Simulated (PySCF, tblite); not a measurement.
Isomers of C7H10OP2. Computed with GFN2-xTB (tblite): harmonic, unscaled wavenumbers at the GFN2-xTB geometry, gas phase. The method is semi-empirical: single wavenumbers can be off by several per cent or more. Modes of hydrogen on phosphorus can be 10 to 20 % off. One conformer each.

Electronic energies: PBE0/pcSseg-1 single points on the GFN2-xTB geometries (PySCF, gas phase).

```
                SMILES  electronic energy, lowest = 0 (kcal/mol)
C#C[P@@H](=O)C#CP(C)CC                                      62.8
        CCc1ccpc(OC)p1                                       3.9
        CCc1cc(OC)pcp1                                       0.0
```

Task: How do GFN2-xTB zero-point energies change the relative energies?

Result: 
| SMILES | ZPE (kcal/mol) | of it from modes above 1550 cm⁻¹ | electronic (kcal/mol) | with ZPE, lowest = 0 (kcal/mol) | lowest mode (cm⁻¹) | rings |
| --- | --- | --- | --- | --- | --- | --- |
| CCc1cc(OC)pcp1 | 95.9 | 42.7 | 0.0 | 0.0 | 44 | 1 |
| CCc1ccpc(OC)p1 | 96.0 | 42.8 | 3.9 | 3.9 | 45 | 1 |
| C#C[P@@H](=O)C#CP(C)CC | 90.9 | 48.7 | 62.8 | 57.8 | 7 | 0 |

The zero-point energies span 5.1 kcal/mol, from `C#C[P@@H](=O)C#CP(C)CC` to `CCc1ccpc(OC)p1`. The order is unchanged.

Task: And how do the electronic energies of GFN2-xTB itself compare?

Result: `CCc1cc(OC)pcp1` 0.0; `CCc1ccpc(OC)p1` 0.9; `C#C[P@@H](=O)C#CP(C)CC` 38.2 kcal/mol, lowest = 0. Against the energies above, taken from the same isomer `CCc1cc(OC)pcp1`, the largest difference is 24.6 kcal/mol.
